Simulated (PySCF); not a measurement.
## Nb (niobium, neutral) across methods

[Kr] 4d4 5p1, one real determinant (an excited configuration). Computed with PySCF 2.14 in def2-TZVPPD with the def2 core potential (28 electrons) (6s4p3d2f1g, 56 functions), with scalar relativity through the core potential.

```csv
method,E (hartree),mean ε 4p β (eV),mean ε 4d α (eV),mean ε 5p α (eV),Σ⟨r²⟩ (bohr²),⟨S²⟩
wB97X-V,-56.6608,-39.182,-8.031,-3.590,65.64,8.751
M06-L,-56.7025,-34.769,-4.495,-1.996,65.28,8.751
PBE,-56.7270,-34.385,-4.687,-2.111,64.56,8.751
LDA,-56.5645,-34.463,-4.787,-2.184,64.34,8.750
r2SCAN,-56.7426,-34.972,-4.881,-2.163,64.23,8.751
LC-wPBE,-56.7249,-39.251,-8.518,-3.774,65.27,8.752
BHandHLYP,-56.6242,-38.499,-6.932,-2.664,66.01,8.751
PBE0,-56.7099,-36.468,-5.925,-2.508,65.01,8.751
```

Task: Estimate the same row for UHF.

Result: E (hartree) = -56.22942; mean ε 4p β (eV) = -41.709; mean ε 4d α (eV) = -9.224; mean ε 5p α (eV) = -3.344; Σ⟨r²⟩ (bohr²) = 67.94; ⟨S²⟩ = 8.754.

⟨L²⟩ = 8.01 against 12 for a pure F term, so this real determinant mixes terms. Energies and moments cover only the electrons outside the core potential.
